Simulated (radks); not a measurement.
Values are calculated unless marked as measured or tabulated.
Numerical settings for the holmium ion Ho2+, [Xe] 4f11. Level of theory: scalar-relativistic Kohn-Sham, BLYP, spin-polarised, spherical densities, finite nucleus; open shells are filled with parallel spins first (spin-orbit coupling, left out, can overturn this in heavy ions); Fermi nuclear charge, rms radius 5.2022 fm (a radial shooting solver on a logarithmic mesh with Libxc functionals). The defaults (mesh step 0.008 in ln r, mesh end at 40 bohr or more with all orbitals vanishing there, Anderson mixing 0.5 over 9 steps, residual threshold near 1e-9 with the energy settled to 1e-9 hartree or 1e-11 of itself, here a cap of 78 iterations) give E = -12615.4059 hartree and 4f at -15.936 eV in 17 iterations. Run on one thread of a shared host, so times are rough (Arm Neoverse V1): 0.3 s of CPU time, 0.3 s wall, 17 iterations on 2254 mesh points. One setting is changed at a time: mesh step in ln r 0.02; mesh step in ln r 0.003; mesh step in ln r 0.05; mesh end (bohr) 400; mesh end (bohr) 5; residual threshold 0.1; residual threshold 1e-05; mixing 0.01; linear mixing, mixing 0.2; linear mixing, mixing 0.05; mixing history 2; iteration cap 5. Which runs fail to converge, and which converge to a wrong energy?

Answer. Not converged within the cap: mixing 0.01; linear mixing, mixing 0.2; linear mixing, mixing 0.05; iteration cap 5. Settings that end as converged yet miss the energy by more than 1 mhartree: mesh end (bohr) 5 (+0.00408 hartree).
